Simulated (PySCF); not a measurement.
Gas-phase reaction: Ga(CH₃)₃.NH₃ + 3 CH₃ ⇌ GaH₃.NH₃ + 3 C₂H₅

Method: PySCF energies plus ideal-gas RRHO corrections (1 bar). S°(298 K) at PBE0/def2-TZVP differs from the NASA 1993 table for C₂H₅ (+9 J/mol/K); whether the harmonic model or the table's entry is off was not settled. † marks an energy on the PBE0/def2-TZVP geometry and frequencies; other levels use their own. MP2 freezes the core. 6-31G* has spherical d functions here. Open shells (unrestricted): CH₃ (multiplicity 2), C₂H₅ (multiplicity 2); the rest are closed-shell singlets. Ga: all electrons, no relativistic terms. Adducts (Ga(CH₃)₃.NH₃, GaH₃.NH₃) have no counterpoise correction, and HF, PBE, BLYP, B3LYP and PBE0 lack dispersion. GaH₃.NH₃: computed as isolated molecules; such fragments, hydroxides, amides, oligomers or adducts are transient or little studied in the gas. MP2 isn't extrapolated to the basis-set limit; its ΔH°(298 K) is 47.1 kJ in def2-SVP and 88.3 kJ in def2-TZVPP. The harmonic model lacks anharmonicity and excited electronic states, which grow with temperature; levels with a mode under 35 cm⁻¹ are left out. Internal rotation in C₂H₅ is treated as a harmonic vibration of one conformer, which makes the entropy rough. Soft modes under 120 cm⁻¹ make the harmonic entropy rough for Ga(CH₃)₃.NH₃, GaH₃.NH₃.

```json
[
 {"level": "HF/6-31G*", "ΔE electronic, kJ": "17", "ΔH°(298 K), kJ": "18", "ΔS°(298 K), J/K": "30", "ΔG°(800 K), kJ": "3"},
 {"level": "MP2/def2-SVP†", "ΔE electronic, kJ": "50", "ΔH°(298 K), kJ": "47", "ΔS°(298 K), J/K": "44", "ΔG°(800 K), kJ": "20"},
 {"level": "MP2/def2-TZVPP†", "ΔE electronic, kJ": "91", "ΔH°(298 K), kJ": "88", "ΔS°(298 K), J/K": "44", "ΔG°(800 K), kJ": "61"},
 {"level": "PBE/def2-SVP", "ΔE electronic, kJ": "1", "ΔH°(298 K), kJ": "-2", "ΔS°(298 K), J/K": "41", "ΔG°(800 K), kJ": "-27"},
 {"level": "r2SCAN/def2-TZVP†", "ΔE electronic, kJ": "46", "ΔH°(298 K), kJ": "43", "ΔS°(298 K), J/K": "44", "ΔG°(800 K), kJ": "16"},
 {"level": "ωB97M-V/def2-TZVP†", "ΔE electronic, kJ": "51", "ΔH°(298 K), kJ": "48", "ΔS°(298 K), J/K": "44", "ΔG°(800 K), kJ": "21"},
 {"level": "ωB97X-V/def2-TZVP†", "ΔE electronic, kJ": "41", "ΔH°(298 K), kJ": "38", "ΔS°(298 K), J/K": "44", "ΔG°(800 K), kJ": "11"}
]
```
ΔH° is lowest at PBE/def2-SVP and highest at MP2/def2-TZVPP†. No reference value is set beside these.
